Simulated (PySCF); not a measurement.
# How methods differ on the ionisation energy of Yb⁶¹⁺

Yb⁶¹⁺ [He] 2s2 2p5 [2p1/2^2 2p3/2^3, M_J = 3/2] → Yb⁶²⁺ [He] 2s2 2p4 [2p1/2^2 2p3/2^2, M_J = 2], as a difference of total energies. All numbers are calculated (PySCF 2.14, the two-component X2C-1e Hamiltonian, in an uncontracted even-tempered set (17 s from 44 bohr⁻², ratio 2.4; 13 p from 57 bohr⁻², ratio 2.4; 5 d from 200 bohr⁻², ratio 2.6; 4 f from 300 bohr⁻², ratio 2.6)). Correlated levels: nothing frozen; the 30 highest virtual spinors dropped. "Screened" scales the spin-orbit matrix elements by Boettger's factors to mimic the two-electron term; Breit and QED terms are absent.

```json
{"method": "GHF (spin-free)", "ionisation energy (eV)": "14421.1"}
{"method": "GMP2 (spin-free)", "ionisation energy (eV)": "14422.8"}
{"method": "GHF (screened spin-orbit)", "ionisation energy (eV)": "14108.1"}
{"method": "GMP2 (screened spin-orbit)", "ionisation energy (eV)": "14109.7"}
```

For this ion Breit and QED terms and the two-electron picture change, all absent here, outweigh the correlation shift from GHF to GMP2.

The spin-free rows relax to the high-spin LS determinant and lack the spin-orbit shift.

The labels give the starting determinants; with spin-orbit coupling the two ends relaxed to ⟨J²⟩ = 3.75, ⟨L²⟩ = 2.02, ⟨S²⟩ = 0.77 and ⟨J²⟩ = 6.00, ⟨L²⟩ = 3.28, ⟨S²⟩ = 1.38.

For comparison: 14093 ± 12 eV (theoretical estimate listed by NIST; NIST Atomic Spectra Database, ionization energies).
